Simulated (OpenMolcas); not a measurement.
An atom or ion with 44 electrons was computed by SS-CASPT2, IPEA 0.25 Eh, imaginary shift 0.1 Eh with spin-orbit coupling (OpenMolcas, ANO-RCC-VTZP, DKH2). The lowest levels that the run gave, each within 12 % of the measured value where one is at hand:

```json
{"J": "4", "Parity": "even", "E (cm⁻¹)": "0.0", "g": "1.249"}
{"J": "3", "Parity": "even", "E (cm⁻¹)": "3140", "g": "1.084"}
{"J": "2", "Parity": "even", "E (cm⁻¹)": "4560", "g": "0.710"}
{"J": "2", "Parity": "even", "E (cm⁻¹)": "10470", "g": "1.209"}
{"J": "1", "Parity": "even", "E (cm⁻¹)": "14060", "g": "1.501"}
{"J": "0", "Parity": "even", "E (cm⁻¹)": "14310", "g": ""}
{"J": "2", "Parity": "even", "E (cm⁻¹)": "14610", "g": "1.248"}
{"J": "4", "Parity": "even", "E (cm⁻¹)": "18210", "g": "1.002"}
{"J": "0", "Parity": "even", "E (cm⁻¹)": "42070", "g": ""}
```

**Question.** Which ion is it, and what are the configurations and terms?

**Answer.** Pd2+ (Z = 46, charge +2; active space 8 electrons in 5 orbitals (4d)). J, parity and g give the terms where levels are pure, and mixed ones are named by the computed weights; the size of the splittings, set against known spectra of the 44-electron sequence, gives the charge. In order, with the measured energies in cm⁻¹ (Moore, Atomic Energy Levels, vol. III, NSRDS-NBS 35 (1971 reprint of NBS Circular 467, 1958)): 4d⁸ ³F₄, 4d⁸ ³F₃ (3230), 4d⁸ ³F₂ (4687), 4d⁸ ³P₂ [48 %], 4d⁸ ³P₁ (13470), 4d⁸ ³P₀ (13699), 4d⁸ ³P₂ [51 %], 4d⁸ ¹G₄ (17880), 4d⁸ ¹S₀.

CASPT2 does not keep the components of a term degenerate, so their means are used; among the terms shown or strongly mixed into the levels shown the widest spread is 800 cm-1 (4d⁸ ³F). Levels of configurations with an s electron are missing; early in the row they begin among the upper levels of the d shell and mix with terms of their name. Computed and measured levels are paired by configuration, term and J; levels that our copy of the source lacks, or whose pairing is in doubt (as where it misses far off the trend of its configuration), stay unpaired and out of the deviations. Levels of configurations outside the active space are missing.

A share in square brackets marks a mixed level and gives the weight of the term that names it.
